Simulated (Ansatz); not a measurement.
Consider the isomerisation: `C#C/C=C\[SiH3]` → `C=C1C=C[SiH2]1`.

Isolated molecules relaxed with PBE0-D4/def2-TZVP in Ansatz; ΔE leaves out vibrations. CBS: MP2 limit from def2 TZ/QZ plus the TZ coupled-cluster correction, frozen cores. DFT in def2-TZVPP. B3LYP here is the variant with VWN-RPA as its local correlation; programs differ in this.

```json
{"level": "PBE-D4", "ΔE (kJ/mol)": "-88.5", "difference from CCSD(T)/CBS": "-12.7"}
{"level": "r2SCAN-D4", "ΔE (kJ/mol)": "-84.1", "difference from CCSD(T)/CBS": "-8.3"}
{"level": "B3LYP-D4", "ΔE (kJ/mol)": "-69.8", "difference from CCSD(T)/CBS": "6.0"}
{"level": "ωB97X-V", "ΔE (kJ/mol)": "-85.4", "difference from CCSD(T)/CBS": "-9.6"}
{"level": "ωB97M-V", "ΔE (kJ/mol)": "-80.7", "difference from CCSD(T)/CBS": "-4.9"}
{"level": "B2PLYP", "ΔE (kJ/mol)": "-68.0", "difference from CCSD(T)/CBS": "7.8"}
{"level": "PBE", "ΔE (kJ/mol)": "-87.5", "difference from CCSD(T)/CBS": "-11.7"}
{"level": "r2SCAN", "ΔE (kJ/mol)": "-84.1", "difference from CCSD(T)/CBS": "-8.3"}
{"level": "PBE0", "ΔE (kJ/mol)": "-94.9", "difference from CCSD(T)/CBS": "-19.1"}
{"level": "B3LYP", "ΔE (kJ/mol)": "-68.0", "difference from CCSD(T)/CBS": "7.8"}
{"level": "MP2/def2-TZVPP", "ΔE (kJ/mol)": "-72.1", "difference from CCSD(T)/CBS": "3.7"}
{"level": "SCS-MP2/def2-TZVPP", "ΔE (kJ/mol)": "-66.3", "difference from CCSD(T)/CBS": "9.5"}
{"level": "CCSD/def2-TZVPP", "ΔE (kJ/mol)": "-72.7", "difference from CCSD(T)/CBS": "3.1"}
{"level": "HF/def2-QZVPP", "ΔE (kJ/mol)": "-63.0", "difference from CCSD(T)/CBS": "12.8"}
{"level": "MP2/def2-QZVPP", "ΔE (kJ/mol)": "-73.3", "difference from CCSD(T)/CBS": "2.5"}
{"level": "MP2/CBS(def2)", "ΔE (kJ/mol)": "-73.9", "difference from CCSD(T)/CBS": "1.9"}
{"level": "CCSD(T)/CBS", "ΔE (kJ/mol)": "-75.8", "difference from CCSD(T)/CBS": "0"}
```

Largest T1 diagnostic among the species: 0.013.

From PBE to PBE0 (25 % exact exchange), in def2-TZVPP and without D4, ΔE moves by −7.4 kJ/mol. In def2-TZVPP, CCSD(T) changes the Hartree–Fock value by −11.5 kJ/mol (the triples alone add −1.3 kJ/mol) and MP2 by −9.6 kJ/mol.
